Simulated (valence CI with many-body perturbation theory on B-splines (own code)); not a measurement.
## Run record, Sm29+

Calculated by relativistic CI+MBPT: five valence electrons over a frozen Dirac-Fock core [Ar] 3d10, radial functions for each j: 6 s, 6 p, 5 d, 3 f, 1 g, with the one-electron correlation potential Σ1 (screened to all orders), the two-electron term Σ2, the three-electron term Σ3, Breit, model QED; selected single and double excitations, second order for the rest, scaled by the run's own slope (own B-spline code, finite nucleus).

Command, and the settings that its task file holds:

```sh
python run_cv.py task.json out
```

```
atom Sm  Z=62  mass_number=152  rms_radius_fm=5.0819
core [Ar] 3d10
valence 4s2 4p3
avg = 1
basis = S
breit = 1
cap = 10000
capref = 1200
cscale = 1
de = 0.0
dress = 0
eps = 2e-08
extrap = 1
h = 0.27
hh = 1
l2 = 3
lcore = 6
maxit = 60
n2 = 5
natural = 1
nlev = 20
nno = [3, 3, 3, 2, 1]
nroot = 26
nsp = [3, 3, 2, 1, 0]
pt2 = 1
qed = 1
rpa = 1
s1 = 3
s2 = 1
s3 = 1
screen = 1
tol = 2e-05
whole = 1
```

It took 47 s on 1 thread of Arm Neoverse V1, on a shared host.

Log. The first blocks belong to the next ion, which gives the ionisation energy. Fields: 2J, parity (1 odd), roots, reference size, generating configurations, candidates as configurations/state functions, variational space P, stored matrix elements, Davidson steps; e2 is the range of second-order energies in hartree. The first line gives the box (bohr), its intervals, the orbitals and the steps of their self-consistent field. Window is the range of levels sought, series limit the energy at which the first omitted orbital would enter, core excitation an estimate of the first excitation out of the core, left out the lowest levels not solved, and shifts from estimates the range by which levels moved from their first estimate, all in cm⁻¹.

```
rmax 3.8 intervals 58 orbitals 36 references ['4s2 4p3', '4s 4p4', '4s2 4p2 4d', '4p5', '4s 4p3 4d'] scf 5 t 1.1
2J=0 par=0 roots 2 ref 22 generators 8 cand 3162/5084 P 721/1000 nnz 0 it 0
2J=0 par=0 roots 2 ref 22 generators 16 cand 5191/9118 P 1608/2408 nnz 0 it 5
   second order: generators 26 cand 5970/10922 e2 -0.00002 -0.00001
reference levels 429, estimated 51, window 1265568 1/cm; series limit 4657201, core excitation 7658437
2J=3 par=1 roots 4 ref 39 generators 15 cand 8250/89562 P 904/3541 nnz 1.4e+06 it 5
2J=3 par=1 roots 4 ref 39 generators 33 cand 12670/146779 P 1961/10000 nnz 9.1e+06 it 6
   second order: generators 54 cand 17630/237458 e2 -0.00096 -0.00019
2J=5 par=1 roots 2 ref 39 generators 9 cand 7382/94743 P 734/3530 nnz 1.5e+06 it 5
2J=5 par=1 roots 2 ref 39 generators 27 cand 12608/176915 P 1684/9991 nnz 9.7e+06 it 7
   second order: generators 42 cand 16003/255473 e2 -0.00098 -0.00032
2J=1 par=1 roots 2 ref 24 generators 11 cand 7256/46724 P 1061/3520 nnz 1.3e+06 it 4
2J=1 par=1 roots 2 ref 24 generators 22 cand 11206/74554 P 2507/10000 nnz 7.9e+06 it 6
   second order: generators 40 cand 14657/114344 e2 -0.00019 -0.00011
2J=5 par=0 roots 7 ref 69 generators 19 cand 10104/122823 P 785/3579 nnz 1.5e+06 it 8
2J=5 par=0 roots 7 ref 69 generators 35 cand 13254/193202 P 1851/9999 nnz 8.7e+06 it 10
   second order: generators 65 cand 19744/333170 e2 -0.00189 -0.00085
2J=3 par=0 roots 8 ref 66 generators 17 cand 9251/90894 P 836/3590 nnz 1.4e+06 it 9
2J=3 par=0 roots 8 ref 66 generators 32 cand 12866/148748 P 1978/9993 nnz 8.3e+06 it 9
   second order: generators 64 cand 20416/278516 e2 -0.00171 -0.00071
2J=1 par=0 roots 5 ref 42 generators 18 cand 8544/53407 P 1161/3555 nnz 1.2e+06 it 6
2J=1 par=0 roots 5 ref 42 generators 31 cand 11854/83939 P 2635/10000 nnz 7.7e+06 it 8
   second order: generators 55 cand 18178/145872 e2 -0.00047 -0.00018
2J=7 par=0 roots 4 ref 51 generators 17 cand 10041/137476 P 739/3569 nnz 1.6e+06 it 5
2J=7 par=0 roots 4 ref 51 generators 32 cand 13009/193256 P 1583/9999 nnz 1e+07 it 6
   second order: generators 55 cand 18899/322839 e2 -0.00126 -0.00079
2J=9 par=0 roots 2 ref 31 generators 10 cand 6764/92409 P 726/3536 nnz 1.9e+06 it 5
2J=9 par=0 roots 2 ref 31 generators 22 cand 11611/155201 P 1602/9995 nnz 1.2e+07 it 6
   second order: generators 40 cand 15607/247986 e2 -0.00031 -0.00029
left out: unestimated 1832919, estimated 1459573, shifts from estimates -36 to 29
operators 2.4
```

The Davidson iterations converged. The settings are bad on purpose, so the numbers may not be properties of the ion.

The last digits are not significant, and no measured levels were compared; by estimate large intervals hold to a few tenths of a per cent, small ones and those within an open d or f shell to about a per cent. Among the levels kept, up to 420 cm⁻¹ of a level comes from second order outside the variational space, and about a tenth of that is noise between levels of different J, which matters for small intervals.

* Valence energy: -229.5604 hartree
* Ionisation energy: 1106.6 eV (NIST: 1103 ± 4 eV (theoretical))
* Reference configurations for the orbitals: 4s2 4p3, 4s 4p4, 4s2 4p2 4d, 4p5, 4s 4p3 4d
* Radial orbitals: 36
* Box radius: 3.82 bohr
* Largest variational space: 10000
* Lowest levels: (4s^2 4p1/2^2 4p3/2) J=3/2 0.00, (4s^2 4p1/2 4p3/2^2) J=3/2 32.05, (4s^2 4p1/2 4p3/2^2) J=5/2 36.19, (4s^2 4p1/2 4p3/2^2) J=1/2 41.41, (4s^2 4p3/2^3) J=3/2 74.08, (4s 4p1/2^2 4p3/2^2) J=5/2 99.27, (4s^2 4p1/2^2 4d3/2) J=3/2 [a] 107.41, (4s 4p1/2^2 4p3/2^2) J=1/2 111.44, (4s^2 4p1/2^2 4d3/2) J=3/2 [b] 117.04, (4s^2 4p1/2^2 4d5/2) J=5/2 124.69, (4s 4p1/2 4p3/2^3) J=3/2 [a] 134.35, (4s 4p1/2 4p3/2^3) J=5/2 139.23, (4s^2 4p1/2 4p3/2 4d3/2) J=3/2 [a] 141.69, (4s^2 4p1/2 4p3/2 4d3/2) J=1/2 [a] 141.81 eV

Levels are named by their leading jj configuration (3d3/2^4 stands for four electrons in 3d with j = 3/2), which in mixed levels can hold well under half, so a name can repeat and another be missing. Letters in brackets count levels of one name in rising energy.
